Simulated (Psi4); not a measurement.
CH₈GeN₂O (SMILES C[O][GeH]([NH2])[NH2]), singlet, at a GFN2-xTB geometry; PBE0/6-31G (Psi4 1.11).

Here is a job for Psi4.
```
memory 2 GB

molecule mol {
0 1
Ge    0.234222   -0.025314    0.369714
N     1.677659   -1.029805    0.005944
N     0.707983    1.730115    0.408705
O    -0.905023   -0.478591   -0.928672
C    -2.292222   -0.256095   -0.939698
H    -0.380771   -0.353756    1.703155
H     1.557617   -1.716626   -0.723561
H     2.545710   -0.536671   -0.137867
H     1.019978    2.125885   -0.467756
H     0.053738    2.372771    0.830793
H    -2.525304    0.769685   -1.240652
H    -2.745479   -0.443429    0.037342
H    -2.726583   -0.944688   -1.667297
}

set {
  basis 6-31g
  reference rks
}

energy('pbe0')
print_variables()
```

Output, abridged:

```
   => Loading Basis Set <=

    Name: 6-31G
    Role: ORBITAL
    Keyword: BASIS

         ---------------------------------------------------------
                                   SCF
               by Justin Turney, Rob Parrish, Andy Simmonett
                          and Daniel G. A. Smith
                              RKS Reference
         ---------------------------------------------------------

  ==> Geometry <==

    Molecular point group: c1
    Full point group: C1

    Geometry (in Angstrom), charge = 0, multiplicity = 1:

       Center              X                  Y                   Z               Mass
    ------------   -----------------  -----------------  -----------------  -----------------
         GE           0.194277646198    -0.014372388521     0.331109967138    73.921177761000
         N            1.637714646198    -1.018863388521    -0.032660032862    14.003074004430
         N            0.668038646198     1.741056611479     0.370100967138    14.003074004430
         O           -0.944967353802    -0.467649388521    -0.967276032862    15.994914619570
         C           -2.332166353802    -0.245153388521    -0.978302032862    12.000000000000
         H           -0.420715353802    -0.342814388521     1.664550967138     1.007825032230
         H            1.517672646198    -1.705684388521    -0.762165032862     1.007825032230
         H            2.505765646198    -0.525729388521    -0.176471032862     1.007825032230
         H            0.980033646198     2.136826611479    -0.506360032862     1.007825032230
         H            0.013793646198     2.383712611479     0.792188967138     1.007825032230
         H           -2.565248353802     0.780626611479    -1.279256032862     1.007825032230
         H           -2.785423353802    -0.432487388521    -0.001262032862     1.007825032230
         H           -2.766527353802    -0.933746388521    -1.705901032862     1.007825032230

  Running in c1 symmetry.

  Rotational constants: A =      0.17247  B =      0.08420  C =      0.06431 [cm^-1]
  Rotational constants: A =   5170.66077  B =   2524.19400  C =   1928.06900 [MHz]
  Nuclear repulsion =  412.406059186255277

  Charge       = 0
  Multiplicity = 1
  Electrons    = 68
  Nalpha       = 34
  Nbeta        = 34

  ==> Algorithm <==

  SCF Algorithm Type is DF.
  DIIS enabled.
  MOM disabled.
  Fractional occupation disabled.
  Guess Type is SAD.
  Energy threshold   = 1.00e-06
  Density threshold  = 1.00e-06
[...]
   @DF-RKS iter   4: -2303.60859196727324   -1.50193e-03   7.26646e-04 DIIS/ADIIS
   @DF-RKS iter   5: -2303.61037604179000   -1.78407e-03   4.50401e-05 DIIS
   @DF-RKS iter   6: -2303.61037884903908   -2.80725e-06   3.61700e-05 DIIS
   @DF-RKS iter   7: -2303.61038240333301   -3.55429e-06   4.21075e-06 DIIS
   @DF-RKS iter   8: -2303.61038244435167   -4.10187e-08   2.54660e-06 DIIS
   @DF-RKS iter   9: -2303.61038246193493   -1.75833e-08   5.51759e-07 DIIS
  Energy and wave function converged.

  ==> Post-Iterations <==

   Electrons on quadrature grid:
      Ntotal   =   67.9999470085 ; deviation = -5.299e-05

    Orbital Energies [Eh]
    ---------------------

    Doubly Occupied:

[...]
      34A     -0.254871

    Virtual:

[...]
    Final Occupation by Irrep:
              A
    DOCC [    34 ]
    NA   [    34 ]
    NB   [    34 ]

  @DF-RKS Final Energy: -2303.61038246193493

   => Energetics <=

    Nuclear Repulsion Energy =            412.4060591862552769
    One-Electron Energy =               -4025.0451419427986366
    Two-Electron Energy =                1391.7881020031411481
    DFT Exchange-Correlation Energy =     -82.7594017085325362
    Empirical Dispersion Energy =           0.0000000000000000
    VV10 Nonlocal Energy =                  0.0000000000000000
    Total Energy =                      -2303.6103824619344778

Computation Completed

Properties will be evaluated at   0.000000,   0.000000,   0.000000 [a0]

Properties computed using the SCF density matrix

 Multipole Moments:

 ------------------------------------------------------------------------------------
     Multipole            Electronic (a.u.)      Nuclear  (a.u.)        Total (a.u.)
 ------------------------------------------------------------------------------------

 L = 1.  Multiply by 2.5417464519 to convert [e a0] to [Debye]
 Dipole X            :          4.6868873           -5.1329271           -0.4460398
 Dipole Y            :         -0.6908183            1.4060027            0.7151844
 Dipole Z            :          4.6181643           -4.9607016           -0.3425373
 Magnitude           :                                                    0.9098198

 ------------------------------------------------------------------------------------

  Variable Map:
  ----------------------------------------------------------------------------
[...]
  Array Variable Map:
  ----------------------------------------------------------------------------
[...]
[...]
```
